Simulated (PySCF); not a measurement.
How methods differ on the ionisation energy of Cl⁺

Cl⁺ [Ne] 3s2 3p4 (3P) → Cl²⁺ [Ne] 3s2 3p3 (4S), as a difference of total energies. Computed with PySCF 2.14 in aug-cc-pwCVDZ, with the non-relativistic Hamiltonian (point nucleus). Correlated levels: valence: [Ne] frozen. The calculations carry no spin-orbit coupling.

```
           method  ionisation energy (eV)
              UHF                  22.531
    MP2 (valence)                  23.066
SCS-MP2 (valence)                  23.095
   CCSD (valence)                  23.086
CCSD(T) (valence)                  23.104
  CCSDT (valence)                  23.107
```

**Question.** How much does correlation contribute at CCSD(T) (valence)?

**Answer.** 23.104 − (22.531) = 0.573 eV, measured against UHF.

Errors of the correlated levels include the incompleteness of this basis and the frozen core.

For comparison: 23.771 eV (measured; NIST levels, between the centres of gravity of the two terms).
